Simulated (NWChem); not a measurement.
Species: C3H4BFO; SMILES FB1C=COC1

```xyz
10

F     -0.0399     2.1545     0.0000
B      0.0508     0.8277     0.0000
C      1.2639    -0.0847     0.0000
C      0.7287    -1.3364     0.0000
O     -0.5946    -1.4704     0.0000
C     -1.1899    -0.1638     0.0000
H      2.3391     0.0888     0.0000
H      1.2543    -2.2978     0.0000
H     -1.8397    -0.0840    -0.8872
H     -1.8397    -0.0840     0.8872
```
Atoms are numbered in this order, from 1.

All runs use the structure optimised with PBE0/def2-SVP.

Give the principal values of the shielding tensors (ppm) of F1, B2, C3, C4, O5 from B3LYP/6-31G* (spherical d), GIAO (NWChem), with their diamagnetic and paramagnetic parts as GIAO splits them.


| atom | σ11 | σ22 | σ33 | isotropic | diamagnetic | paramagnetic |
|---|---|---|---|---|---|---|
| F1 | 131.8 | 181.1 | 505.4 | 272.8 | 472.5 | -199.7 |
| B2 | 29.6 | 69.2 | 87.9 | 62.3 | 195.6 | -133.4 |
| C3 | 21.1 | 90.3 | 177.9 | 96.4 | 256.4 | -160.0 |
| C4 | -92.4 | 34.1 | 106.0 | 15.9 | 254.7 | -238.8 |
| O5 | 27.8 | 192.3 | 279.0 | 166.4 | 392.5 | -226.1 |
